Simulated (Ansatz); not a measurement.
CrF₂. The state is a quintet with charge 0. Geometry B3LYP-D4/def2-TZVP, basis def2-TZVP, Ansatz.

Cartesian coordinates in Å:
```
Cr -0.383 -0.163 -0.107
F 0.659 -1.398 0.631
F -0.276 1.561 -0.524
```

```tsv
run	HOMO (eV)	LUMO (eV)
A	-10.24	-0.59
B	-5.51	-4.83
C	-5.65	-5.28
D	-6.88	-4.00
E	-7.05	-3.54
F	-9.16	-1.86
```

LC-ωPBE has ω = 0.4 bohr⁻¹. HSE06 is defined as in plane-wave codes, on full-range PBE exchange.

HOMO and LUMO are taken over both spins.

Question: The runs used BHLYP, HSE06, LC-ωPBE, LDA (SPW92), PBE, r2SCANh. Estimate which is which.

Answer: A LC-ωPBE (range-separated); B PBE (0 % exact exchange); C LDA (SPW92) (0 % exact exchange); D r2SCANh (10 % exact exchange); E HSE06 (range-separated); F BHLYP (50 % exact exchange). Exact exchange lowers occupied and raises empty levels; among semilocal functionals meta-GGAs tend to open the gap a little, and such runs are hard to tell apart. The gap grows from 0.37 eV (LDA (SPW92)) to 9.65 eV (LC-ωPBE).
